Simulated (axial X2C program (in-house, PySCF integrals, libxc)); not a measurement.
# Nuclear properties of ClInCl

Computed with an in-house all-electron X2C program for linear molecules (integrals from PySCF): two-component X2C with atomic mean-field Coulomb and Gaunt terms, Gaussian nuclei, basis Cl dyall-av3z, In dyall-v3z with contracted cores.

Cl–In–Cl held linear, with bonds 2.436 and 2.436 Å (near the PBE0 minimum at charge 0 of the determinant lowest at the starting distance; the state shown can have its own minimum elsewhere, held linear; other orders of the atoms were not compared).

Input and command:
```json
{"zs": [17, 49, 17], "q": 0, "bas": ["dyall-av3z", "dyall-v3z", "dyall-av3z"], "r0": [2.41, 2.41], "symm": 1, "scan": ["PBE0", "HF", "BHandHLYP"], "levels": ["PBE0", "HF", "LDA"], "nst": 2}
```
```bash
python solin.py task.json out
```

Keys: zs atomic numbers; q charge; bas basis sets; r0 starting distance in Å; symm equal bonds; scan levels of the two-bond scan; levels methods; nst determinants followed.

Determinant lowest in the PBE0 search, Ω = 1/2 (⟨Sz⟩ = 0.50, ⟨Lz⟩ = 0.00 at PBE0), spin on the atoms Cl 0.11, In 0.27, Cl 0.11:

```csv
level,A∥/gI Cl (MHz),qzz Cl (a.u.),A∥/gI In (MHz),qzz In (a.u.)
PBE0,336,1.80,6470,-4.03
HF,401,1.61,7500,-4.53
LDA,322,1.86,5830,-3.72
```

A∥ (defined per Ω) follows by multiplying with gI = μI/(I μN); qzz is the electric field gradient, eQq0 = 234.96 MHz × Q/barn × qzz. The operators were transformed with the bare-nucleus X2C matrices; with these basis sets, hyperfine constants and field gradients can be off by tens of per cent, and where levels differ in sign neither size nor sign is settled.

Question: With gI(35Cl) = 0.5479, Q(35Cl) = -0.08112 barn, gI(115In) = 1.2313, Q(115In) = 0.772 barn (g factors from the IAEA table of nuclear moments by Stone; Q from Pyykkö, Mol. Phys. 2018), turn the PBE0 values of the first state into constants in MHz.

Answer: A∥(35Cl) = 336 × 0.5479 = 184 MHz; eQq0(35Cl) = 234.96 × (-0.08112) × (1.80) = -34.3 MHz; A∥(115In) = 6470 × 1.2313 = 7970 MHz; eQq0(115In) = 234.96 × (0.772) × (-4.03) = -731 MHz.

The molecule was held linear; bending was not examined, so a bent shape may lie lower.

Each state is one determinant with collinear spin. Unrestricted Hartree–Fock can overshoot spin polarisation at the nuclei. The search compared states at one distance, so a state with another bond length can lie lower.
